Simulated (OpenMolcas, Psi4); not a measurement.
## GeO (SMILES [O]=[Ge]): the HOMO–LUMO gap, rung by rung

GeO has 2 atoms, charge 0, and is taken as a singlet. As SMILES, `[O]=[Ge]`. Geometry: relaxed at PBE0-D4/def2-TZVP.

```xyz
2

O     0.0000    0.0000   -0.0230
Ge    0.0000    0.0000    1.5995
```

Each level gives the HOMO–LUMO gap (eV). The values are calculated.

```json
{"level": "PBE/cc-pVTZ", "kind": "GGA", "program": "OpenMolcas", "value (eV)": "4.35", "CPU time": "11 s"}
{"level": "revPBE/cc-pVTZ", "kind": "GGA", "program": "Psi4", "value (eV)": "4.35", "CPU time": "80 s"}
{"level": "M06-L/cc-pVTZ", "kind": "meta-GGA", "program": "Psi4", "value (eV)": "4.68", "CPU time": "86 s"}
{"level": "TPSS/cc-pVTZ", "kind": "meta-GGA", "program": "OpenMolcas", "value (eV)": "4.49", "CPU time": "14 s"}
{"level": "r2SCAN/cc-pVTZ", "kind": "meta-GGA", "program": "OpenMolcas", "value (eV)": "4.77", "CPU time": "15 s"}
{"level": "BHLYP/cc-pVTZ", "kind": "global hybrid", "program": "OpenMolcas", "value (eV)": "8.51", "CPU time": "9.7 s"}
{"level": "B2PLYP/cc-pVTZ (density fitting for correlation)", "kind": "double hybrid", "program": "Psi4", "value (eV)": "8.73", "CPU time": "45 s"}
{"level": "DSD-PBEP86/cc-pVTZ (density fitting for correlation)", "kind": "double hybrid", "program": "Psi4", "value (eV)": "10.26", "CPU time": "44 s"}
```

All-electron rows without a relativistic Hamiltonian named are non-relativistic. The values span 4.35 to 10.26 eV. Orbital gaps aren't excitation energies, and those of double hybrids come from the SCF part alone; they tend to grow with the share of exact exchange. CPU times are rough (shared hosts, several kinds of processor): they show what a rung costs within a factor of a few.
